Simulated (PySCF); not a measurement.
Sn(SH)(SiH3) (H4SSiSn), SMILES [Sn]([SH])[SiH3] (connectivity only; charge and spin as stated), neutral, multiplicity 1. Atoms are numbered in the order given.

```xyz
7

Sn     0.7229    -0.1968     0.0000
S     -1.3712    -1.4922     0.0000
H     -0.7896    -2.7167     0.0000
Si    -0.7419     2.0598     0.0000
H     -2.2173     1.8171     0.0000
H     -0.4060     2.8886    -1.2029
H     -0.4060     2.8886     1.2029
```
Charge 0, spin multiplicity 1.

The structure is a stationary point at B3LYP-D3(BJ)/def2-SVP. The def2 effective core potentials stand for the cores of Sn; spin–orbit coupling is left out. One conformer was computed; it need not be the lowest.

The numbers are results of TDDFT-PBE0/def2-SVPD (PySCF), not measurements.

Vertical excitations. The molecule is in vacuum. State labels are in the subgroup Cs.

Computed lowest excited states:
```json
[
 {"state": "S1", "symmetry": "A\"", "energy (eV)": "2.37", "λ (nm)": "524", "f": "0.004", "main pairs": "HOMO→LUMO 100 %"},
 {"state": "S2", "symmetry": "A\"", "energy (eV)": "3.93", "λ (nm)": "316", "f": "0.006", "main pairs": "HOMO−2→LUMO 99 %"},
 {"state": "S3", "symmetry": "A'", "energy (eV)": "3.98", "λ (nm)": "311", "f": "0.027", "main pairs": "HOMO−1→LUMO 90 %"},
 {"state": "S4", "symmetry": "A'", "energy (eV)": "4.56", "λ (nm)": "272", "f": "0.064", "main pairs": "HOMO→LUMO+1 89 %"},
 {"state": "S5", "symmetry": "A'", "energy (eV)": "5.41", "λ (nm)": "229", "f": "0.219", "main pairs": "HOMO→LUMO+2 77 %, HOMO→LUMO+3 14 %"},
 {"state": "S6", "symmetry": "A\"", "energy (eV)": "5.50", "λ (nm)": "225", "f": "0.012", "main pairs": "HOMO−1→LUMO+1 99 %"},
 {"state": "S7", "symmetry": "A\"", "energy (eV)": "5.61", "λ (nm)": "221", "f": "0.001", "main pairs": "HOMO−3→LUMO 99 %"},
 {"state": "S8", "symmetry": "A'", "energy (eV)": "5.77", "λ (nm)": "215", "f": "0.000", "main pairs": "HOMO−4→LUMO 77 %, HOMO→LUMO+3 21 %"},
 {"state": "S9", "symmetry": "A'", "energy (eV)": "6.00", "λ (nm)": "207", "f": "0.367", "main pairs": "HOMO→LUMO+3 58 %, HOMO−4→LUMO 14 %, HOMO→LUMO+2 14 %"},
 {"state": "S10", "symmetry": "A\"", "energy (eV)": "6.29", "λ (nm)": "197", "f": "0.036", "main pairs": "HOMO−1→LUMO+2 58 %, HOMO→LUMO+4 34 %"},
 {"state": "T1", "symmetry": "A\"", "energy (eV)": "1.65", "λ (nm)": "752", "f": "0", "main pairs": "HOMO→LUMO 99 %"},
 {"state": "T2", "symmetry": "A'", "energy (eV)": "3.05", "λ (nm)": "406", "f": "0", "main pairs": "HOMO−1→LUMO 99 %"},
 {"state": "T3", "symmetry": "A\"", "energy (eV)": "3.41", "λ (nm)": "364", "f": "0", "main pairs": "HOMO−2→LUMO 98 %"},
 {"state": "T4", "symmetry": "A'", "energy (eV)": "3.77", "λ (nm)": "329", "f": "0", "main pairs": "HOMO→LUMO+1 96 %"}
]
```
Triplets are in the Tamm–Dancoff approximation, which puts them higher than full response would, so one can lie above its singlet here.
